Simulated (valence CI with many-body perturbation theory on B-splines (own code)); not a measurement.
# E1 transitions of Yb⁵⁷⁺

Computed by relativistic CI+MBPT: three valence electrons over a frozen Dirac-Fock core [Ne], a basis of 11 s, 11 p, 10 d, 8 f, 5 g, 2 h functions for each j, with the one-electron correlation potential Σ1, the two-electron term Σ2, the three-electron term Σ3, Breit, model QED; selected CI, second order for the rest, scaled by the run's own slope (own B-spline code, finite nucleus).

No measured spectrum was set against this ion. As an estimate, large intervals hold to a few tenths of a per cent, small ones and those within an open d or f shell to about a per cent.

Lines 1 to 50 of 589 in falling wavelength, among levels below 23077 × 10³ cm⁻¹, chosen from the strongest by gf and those to the six lowest levels. Wavelengths and rates use the calculated energies. Electric multipoles are in the length gauge with retardation, E1 and E2 with the static RPA response of the core. Weak lines are less certain than strong ones. Lines between different terms over intervals too small for the method are left out, as are lines whose strength nearly cancels. The highest levels of a list are the least certain.

Levels are named by their leading jj configuration (3d3/2^4 stands for four electrons in 3d with j = 3/2), which in mixed levels can hold well under half, so a name can repeat and another be missing. Letters in brackets count levels of one name in rising energy.

| λ vac (nm) | Upper | Lower | A (s⁻¹) | log gf | Branch % |
| --- | --- | --- | --- | --- | --- |
| 19.50 | (3s 3p1/2 4p1/2) J=1/2 [a] | (3s 3p1/2 4s) J=1/2 [a] | 9.63e+09 | -0.96 | 0.0 |
| 19.12 | (3s 3p1/2 4p1/2) J=3/2 | (3s 3p1/2 4s) J=3/2 | 6.33e+09 | -0.86 | 0.0 |
| 18.03 | (3s^2 4p1/2) J=1/2 | (3s^2 4s) J=1/2 | 1.29e+10 | -0.90 | 0.1 |
| 15.56 | (3s 3p1/2 4p1/2) J=1/2 [b] | (3s 3p1/2 4s) J=3/2 | 1.69e+10 | -0.91 | 0.1 |
| 9.897 | (3s 3p1/2 3p3/2) J=3/2 [a] | (3s^2 3p3/2) J=3/2 | 1.74e+09 | -1.99 | 20.5 |
| 9.832 | (3s^2 3p3/2) J=3/2 | (3s 3p1/2^2) J=1/2 | 9.65e+07 | -3.25 | 48.5 |
| 9.492 | (3p1/2 3p3/2 3d5/2) J=7/2 [b] | (3s 3p3/2 3d5/2) J=5/2 [b] | 1.05e+10 | -0.95 | 1.3 |
| 9.365 | (3p1/2 3d3/2^2) J=5/2 | (3s 3d3/2^2) J=3/2 | 1.16e+10 | -1.04 | 3.2 |
| 9.325 | (3p1/2 3p3/2 3d5/2) J=9/2 | (3s 3p3/2 3d5/2) J=7/2 [b] | 8.65e+09 | -0.95 | 1.5 |
| 9.245 | (3p1/2 3d3/2 3d5/2) J=9/2 | (3s 3d3/2 3d5/2) J=7/2 [b] | 1.97e+10 | -0.60 | 8.8 |
| 8.930 | (3p1/2 3d3/2 3d5/2) J=7/2 [a] | (3s 3d3/2 3d5/2) J=5/2 [a] | 1.06e+10 | -0.99 | 4.8 |
| 8.741 | (3s 3p1/2 3d5/2) J=7/2 | (3s^2 3d5/2) J=5/2 | 1.95e+10 | -0.75 | 12.1 |
| 8.731 | (3s 3p1/2 3p3/2) J=5/2 | (3s^2 3p3/2) J=3/2 | 1.17e+10 | -1.10 | 100.0 |
| 8.711 | (3p1/2 3d3/2 3d5/2) J=9/2 | (3s 3d3/2 3d5/2) J=9/2 | 1.02e+10 | -0.94 | 4.6 |
| 8.704 | (3p1/2 3d3/2 3d5/2) J=7/2 [a] | (3s 3d3/2 3d5/2) J=7/2 [a] | 9.69e+09 | -1.06 | 4.4 |
| 8.637 | (3p1/2 3d5/2^2) J=9/2 | (3s 3d5/2^2) J=7/2 | 3.28e+10 | -0.44 | 10.4 |
| 8.511 | (3p1/2 3d5/2^2) J=5/2 | (3s 3d5/2^2) J=3/2 | 2.59e+10 | -0.77 | 6.3 |
| 8.241 | (3p1/2 3p3/2 3d5/2) J=9/2 | (3s 3p3/2 3d5/2) J=7/2 [a] | 1.26e+10 | -0.89 | 2.2 |
| 8.215 | (3p1/2^2 3p3/2) J=3/2 | (3s 3p1/2 3p3/2) J=3/2 [b] | 6.16e+09 | -1.60 | 2.0 |
| 8.176 | (3s 3p1/2 3d5/2) J=5/2 [b] | (3s^2 3d5/2) J=5/2 | 1.48e+10 | -1.05 | 7.4 |
| 8.102 | (3s 3p1/2^2) J=1/2 | (3s^2 3p1/2) J=1/2 | 3.16e+10 | -1.21 | 100.0 |
| 8.048 | (3p1/2 3d5/2^2) J=1/2 | (3s 3d5/2^2) J=1/2 | 5.50e+10 | -0.97 | 9.7 |
| 8.024 | (3p1/2 3d3/2 3d5/2) J=5/2 [b] | (3s 3d3/2 3d5/2) J=5/2 [b] | 1.77e+10 | -0.99 | 1.1 |
| 8.009 | (3p1/2 3p3/2 3d3/2) J=7/2 | (3s 3p3/2 3d3/2) J=7/2 | 1.61e+10 | -0.91 | 1.6 |
| 7.962 | (3p1/2 3p3/2 3d5/2) J=5/2 [a] | (3s 3p3/2 3d5/2) J=3/2 [a] | 2.24e+10 | -0.89 | 1.7 |
| 7.889 | (3p1/2 3d5/2^2) J=3/2 | (3s 3d5/2^2) J=5/2 | 3.96e+10 | -0.83 | 8.0 |
| 7.863 | (3p1/2 3p3/2 3d5/2) J=3/2 [b] | (3s 3p3/2 3d5/2) J=1/2 | 2.48e+10 | -1.04 | 1.9 |
| 7.848 | (3p1/2^2 3d5/2) J=5/2 | (3s 3p1/2 3d5/2) J=3/2 | 3.22e+10 | -0.75 | 12.3 |
| 7.790 | (3p1/2 3d5/2^2) J=5/2 | (3s 3d5/2^2) J=5/2 | 3.04e+10 | -0.78 | 7.4 |
| 7.786 | (3p1/2 3d3/2 3d5/2) J=7/2 [b] | (3s 3d3/2 3d5/2) J=7/2 [b] | 1.38e+10 | -1.00 | 1.0 |
| 7.743 | (3p1/2 3d3/2^2) J=3/2 | (3s 3d3/2^2) J=5/2 | 2.83e+10 | -0.99 | 1.2 |
| 7.736 | (3p1/2 3d5/2^2) J=7/2 | (3s 3d5/2^2) J=9/2 | 3.86e+10 | -0.56 | 8.5 |
| 7.645 | (3s 3p1/2 3p3/2) J=3/2 [b] | (3s^2 3p3/2) J=3/2 | 2.08e+10 | -1.14 | 3.9 |
| 7.635 | (3p1/2 3p3/2 3d5/2) J=3/2 [a] | (3s 3p3/2 3d5/2) J=5/2 [a] | 3.48e+10 | -0.92 | 3.2 |
| 7.613 | (3p1/2^2 3d5/2) J=5/2 | (3s 3p1/2 3d5/2) J=5/2 [b] | 3.31e+10 | -0.76 | 12.7 |
| 7.567 | (3p1/2 3d5/2^2) J=9/2 | (3s 3d5/2^2) J=9/2 | 2.65e+10 | -0.64 | 8.4 |
| 7.546 | (3s 3p1/2 3d3/2) J=3/2 [a] | (3s 3p1/2 3p3/2) J=3/2 [b] | 2.10e+10 | -1.14 | 9.7 |
| 7.420 | (3p1/2 3p3/2 3d5/2) J=5/2 [a] | (3s 3p3/2 3d5/2) J=5/2 [a] | 2.29e+10 | -0.95 | 1.7 |
| 7.404 | (3p1/2 3d3/2 3d5/2) J=7/2 [b] | (3s 3d3/2 3d5/2) J=9/2 | 4.31e+10 | -0.55 | 3.0 |
| 7.323 | (3p1/2 3p3/2 3d5/2) J=7/2 [b] | (3s 3p3/2 3d5/2) J=7/2 [a] | 2.06e+10 | -0.88 | 2.6 |
| 7.307 | (3p1/2 3p3/2^2) J=5/2 | (3s 3p3/2^2) J=5/2 | 2.41e+10 | -0.94 | 2.7 |
| 7.247 | (3p1/2^2 3p3/2) J=3/2 | (3s 3p1/2 3p3/2) J=5/2 | 4.10e+10 | -0.89 | 13.4 |
| 7.233 | (3s 3p1/2 3p3/2) J=1/2 | (3s^2 3p3/2) J=3/2 | 2.75e+10 | -1.37 | 1.5 |
| 7.219 | (3p1/2 3p3/2 3d5/2) J=5/2 [b] | (3s 3p3/2 3d5/2) J=7/2 [a] | 2.99e+10 | -0.85 | 2.3 |
| 7.190 | (3p1/2^2 3d3/2) J=3/2 | (3s 3p1/2 3d3/2) J=5/2 | 6.77e+10 | -0.68 | 48.1 |
| 7.180 | (3p1/2^2 3d5/2) J=5/2 | (3s 3p1/2 3d5/2) J=7/2 | 6.19e+10 | -0.54 | 23.7 |
| 7.169 | (3p1/2 3p3/2 3d5/2) J=7/2 [a] | (3s 3p3/2 3d5/2) J=9/2 | 4.73e+10 | -0.54 | 4.7 |
| 7.128 | (3p1/2 3p3/2^2) J=3/2 | (3s 3p3/2^2) J=5/2 | 4.57e+10 | -0.86 | 2.2 |
| 7.037 | (3s 3p1/2 3d3/2) J=5/2 | (3s 3p1/2 3p3/2) J=3/2 [b] | 5.62e+09 | -1.60 | 24.0 |
| 6.977 | (3p1/2 3d3/2 3d5/2) J=5/2 [b] | (3s 3d3/2 3d5/2) J=7/2 [a] | 2.62e+10 | -0.94 | 1.6 |

(1) How does gf follow from A for the line at 19.12 nm?

## Answers

(1) gf = 1.4992 × (2J+1)_upper × A / σ², with σ = 523126 cm⁻¹ and 2J+1 = 4: gf = 0.139.
